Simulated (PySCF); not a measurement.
C₆H₇N₂ (doublet state).
SMILES with atom numbers: `[CH3:1]/[N:2]=[C:3]1\[CH:4][C@H:5]([C:6]#[N:7])[CH2:8]1` (hydrogens: H9, H10, H11 on C1; H12 on C4; H13 on C5; H14, H15 on C8)

The calculation used UKS B3LYP, pcH-1 on C H N, non-relativistic, mean-field spin-orbit, GIAO in PySCF. Geometry: GFN2-xTB; no solvent, vibrations or thermal averaging. A GFN2-xTB geometry isn't a minimum of the functional, and hyperfine couplings can be far from their values at a DFT geometry. The SCF solution wasn't tested for stability. ⟨S²⟩ is 0.776 where a pure state has 0.75.

Task: Break the g tensor into its mass correction, gauge correction and orbital-Zeeman/spin–orbit terms.

Result: 
```
                    Δg (ppm)     1     2     3
relativistic mass correction  -178  -178  -178
            gauge correction    -7    41    33
   orbital Zeeman/spin–orbit     8  1047  2965
                       total  -176   910  2820
```

So g = 2.00214, 2.00323, 2.00514 and g_iso = 2.00350; the tensor is rhombic: the two nearest values differ by 36 % of g3 − g1. 

Task: What effective moment and Curie constant follow for a powder?

Result: With the mean of g² = 4.0140 and S(S+1) = 0.75: μ_eff = √(⟨g²⟩S(S+1)) = 1.735 μB and χT = 0.12505·⟨g²⟩·S(S+1) = 0.376 cm³ K/mol (cgs; spin-Hamiltonian part alone).

Task: What are the electron Larmor frequencies g μB B/h along the three axes at 1200 mT?

Result: 33.6270, 33.6452, 33.6773 GHz for g1, g2 and g3, a range of 50.3 MHz.

Task: How much does each term add to the isotropic shift?

Result: The orbital-Zeeman/spin–orbit term 1340, the mass correction -178 and the gauge correction 22 ppm, for a total of 1185 ppm. The orbital-Zeeman/spin–orbit term is the largest in size. The mass correction is the same along every axis, so the anisotropy comes from the other two: their spans along these axes are 47 (gauge) and 2957 ppm (orbital Zeeman/spin–orbit).

Task: In a frozen sample, at which fields do the three g values resonate at 9.5, 34, 94 and 263 GHz (hyperfine left aside), and which band first spreads them over more than twice a line width of 0.3 mT?

Result: 
| band | GHz | B(g3) mT | B(g2) mT | B(g1) mT | spread mT |
| --- | --- | --- | --- | --- | --- |
| X | 9.5 | 338.51 | 338.83 | 339.01 | 0.51 |
| Q | 34.0 | 1211.50 | 1212.65 | 1213.31 | 1.81 |
| W | 94.0 | 3349.44 | 3352.63 | 3354.45 | 5.01 |
| J | 263.0 | 9371.29 | 9380.23 | 9385.32 | 14.03 |

The spread grows in proportion to the frequency. Q band is the first where it exceeds 0.6 mT.

The largest Mulliken spin populations are on C4 (+0.74), N2 (+0.49) and C3 (-0.23). The angles at C4 add up to 359.8°, so it is planar; its axial dipolar tensor and the negative coupling of its proton fit spin in a p orbital normal to that plane.

The HOMO–LUMO gaps are 6.94 eV among the α and 3.66 eV among the β orbitals.

Hardware: one thread, Arm Neoverse V1 (aarch64), no GPU, shared host with 64 logical CPUs at a one-minute load of 77. Cost: 65 s (grids of density and orbitals included), 0.97 GiB resident at most.
